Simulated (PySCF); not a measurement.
## CuO(OH)₂: from structure and modes to constants

Method: UPBE0/[Cu def2-TZVP, O def2-TZVP, H def2-TZVP], no relativity, density fitting, PySCF.

The doublet minimum has C2 symmetry. Masses (u): Cu 62.92960, O 15.99492, H 1.00782.

```xyz
6
charge 0 multiplicity 2, angstrom
Cu    0.0000    0.0000   -0.1744
O     0.0000    0.0000    1.5652
O     1.7208   -0.0639   -0.4477
O    -1.7208    0.0639   -0.4477
H     2.2256   -0.6405    0.1321
H    -2.2256    0.6405    0.1321
```

Harmonic wavenumbers (cm⁻¹): 116.6 (b, ×1), 185.4 (a, ×1), 208.2 (b, ×1), 234.7 (b, ×1), 257.9 (a, ×1), 599.6 (a, ×1), 626.7 (a, ×1), 735.9 (b, ×1), 833.9 (b, ×1), 854.5 (a, ×1), 3883.5 (b, ×1), 3886.1 (a, ×1).

(1) What is the harmonic zero-point energy?

(2) Find the vibrational entropy and heat capacity at 298.15 K.

(3) Give the standard entropy (298.15 K, 1 bar) by its translational, rotational, vibrational and spin parts, and Cp.

Answers

(1) Half the sum of all 12 wavenumbers, 12423/2 = 6211 cm⁻¹, which is 74.3 kJ/mol (1 cm⁻¹ = 0.0119627 kJ/mol).

(2) With u = 1.43878 ω/T, each mode gives S = R[u/(eᵘ−1) − ln(1−e⁻ᵘ)] and C = R u² eᵘ/(eᵘ−1)².
```json
{"ω (cm⁻¹)": "116.6", "u": "0.563", "S (J/(mol K))": "13.21", "C (J/(mol K))": "8.10"}
{"ω (cm⁻¹)": "185.4", "u": "0.894", "S (J/(mol K))": "9.51", "C (J/(mol K))": "7.78"}
{"ω (cm⁻¹)": "208.2", "u": "1.005", "S (J/(mol K))": "8.62", "C (J/(mol K))": "7.65"}
{"ω (cm⁻¹)": "234.7", "u": "1.132", "S (J/(mol K))": "7.71", "C (J/(mol K))": "7.48"}
{"ω (cm⁻¹)": "257.9", "u": "1.245", "S (J/(mol K))": "7.01", "C (J/(mol K))": "7.32"}
{"ω (cm⁻¹)": "599.6", "u": "2.893", "S (J/(mol K))": "1.88", "C (J/(mol K))": "4.32"}
{"ω (cm⁻¹)": "626.7", "u": "3.024", "S (J/(mol K))": "1.70", "C (J/(mol K))": "4.08"}
{"ω (cm⁻¹)": "735.9", "u": "3.551", "S (J/(mol K))": "1.11", "C (J/(mol K))": "3.19"}
{"ω (cm⁻¹)": "833.9", "u": "4.024", "S (J/(mol K))": "0.76", "C (J/(mol K))": "2.50"}
{"ω (cm⁻¹)": "854.5", "u": "4.123", "S (J/(mol K))": "0.70", "C (J/(mol K))": "2.36"}
{"ω (cm⁻¹)": "3883.5", "u": "18.741", "S (J/(mol K))": "0.00", "C (J/(mol K))": "0.00"}
{"ω (cm⁻¹)": "3886.1", "u": "18.753", "S (J/(mol K))": "0.00", "C (J/(mol K))": "0.00"}
```
The sums over all modes are S = 52.2 and C = 54.8 J/(mol K); the softest mode gives 25 % of the entropy.

(3) Sackur–Tetrode with M = 112.93 u gives 167.8; rotation with symmetry number 2 gives 99.1; vibration 52.2; spin R ln 2 = 5.8. The total is 324.9 J/(mol K), and Cp = 4 R + 54.8 = 88.0 J/(mol K).

This need not be the most stable arrangement of these atoms. Other spin states or occupations of the open shell can lie lower.
